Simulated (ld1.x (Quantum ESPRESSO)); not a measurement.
# copper (Cu), TM semilocal: configuration errors across variants

- Element: copper (Cu)
- Generator: ld1.x (Quantum ESPRESSO) 7.5
- Type: norm-conserving Troullier–Martins (semilocal form)
- Functional: PBE
- Relativity: scalar-relativistic
- Frozen core: [Ne] 3s2
- Valence charge: 17
- Reference configuration: 3p6 3d10 4s1 4p0
- Partial waves: 4s (bound): rc 1.90 bohr; 3p (bound): rc 0.80 bohr; 3d (bound): rc 1.20 bohr
- Local potential: the d channel
- Core correction: none

All-electron excitation energies from the reference (eV): (1) 3p6 3d10 4s0 4p0 8.148; (2) 3p6 3d9 4s0 4p0 29.480; (3) 3p6 3d8 4s0 4p0 68.500; (4) 3p6 3d9 4s1 4p0 11.578; (5) 3p6 3d9 4s2 4p0 1.970; (6) 3p5 3d10 4s1 4p0 79.535; (7) 3p6 3d10 4s0.5 4p0 3.162.

A semilocal file is local in each channel, so a ghost entry of none says nothing of the separable form that plane-wave codes build from it.

Tests that are not counted but printed errors over 1 eV. “wave 3p (bound): rc 0.80 bohr becomes 3p (bound): rc 0.56 bohr”: all (the test run did not reproduce the reference configuration, from which every error is measured).

1 further variants failed, have other tests or too few solved ones, and are left out.

Errors AE − PS in meV (a dash: test not solved or not reliable):

| change | (1) | (2) | (3) | (4) | (5) | (6) | (7) | bound ghosts |
| --- | --- | --- | --- | --- | --- | --- | --- | --- |
| base | -8.9 | +8.3 | -29 | -19 | -54 | -80 | -1.8 | none |
| wave 3p (bound): rc 0.80 bohr becomes 3p (bound): rc 0.56 bohr | – | – | – | – | – | – | – | none |
| wave 3p (bound): rc 0.80 bohr becomes 3p (bound): rc 0.70 bohr | -8.9 | +8.3 | -29 | -19 | -54 | -80 | -1.8 | none |
| wave 3p (bound): rc 0.80 bohr becomes 3p (bound): rc 0.92 bohr | -8.9 | +8.3 | -28 | -19 | -53 | -81 | -1.8 | none |

(1) Give the same row for: wave 3p (bound): rc 0.80 bohr becomes 3p (bound): rc 1.06 bohr.

Answers

(1) -8.8, +8.3, -27, -19, -53, –, -1.8; bound ghosts: none.
